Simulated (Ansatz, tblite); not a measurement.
Cost and result up the ladder for Be2Te⁺ (3 atoms). The state is a doublet with charge 1. Geometry: PBE-D4/def2-TZVP.

```xyz
3

Be   -0.394   -0.340   -1.119
Be    0.916    0.826    0.009
Te   -0.522   -0.486    1.110
```

Ansatz on 4 threads of Arm Neoverse V2 on a shared host; xTB runs through tblite on one thread. Times are rough, summed over both states, and most runs start from the orbitals of an earlier one. CCSD(T)/def2-TZVPP serves as the yardstick here, not as an exact answer. The other state is a quartet at its own geometry.

In the def2 sets Te takes a core potential; there is no spin–orbit coupling. The xTB rows come from tblite. LC-ωPBE has ω = 0.4 bohr⁻¹. Correlated methods freeze 4 core orbitals; core or outer-core shells of Te are correlated, in sets that lack core-valence functions. The structure comes from a short search, and lower isomers may exist.

xTB has no spin-polarisation term.

```tsv
level	functions	wall time	quartet − doublet (eV)	difference from CCSD(T)/def2-TZVPP (eV)
GFN1-xTB	17	0.003 s	2.56	0.83
GFN2-xTB	17	0.004 s	3.05	1.33
MP2/def2-TZVP	88	1.2 s	1.86	0.13
PBE-D4/def2-TZVP	88	1.7 s	1.87	0.15
revPBE-D4/def2-TZVP	88	2 s	1.70	-0.03
BLYP-D4/def2-TZVP (with forces)	88	2.1 s	1.78	0.05
BHLYP-D4/def2-TZVP	88	2.2 s	1.63	-0.09
LC-ωPBE/def2-TZVP	88	2.5 s	1.70	-0.03
RPA@PBE/def2-TZVP	88	2.6 s	1.50	-0.23
PBE0-D4/def2-TZVP	88	2.7 s	1.79	0.06
B2PLYP/def2-TZVP	88	2.9 s	1.88	0.16
r2SCAN-D4/def2-TZVP	88	4.3 s	1.77	0.05
CCSD(T)/def2-TZVPP	88	7.4 s	1.73	0.00
```
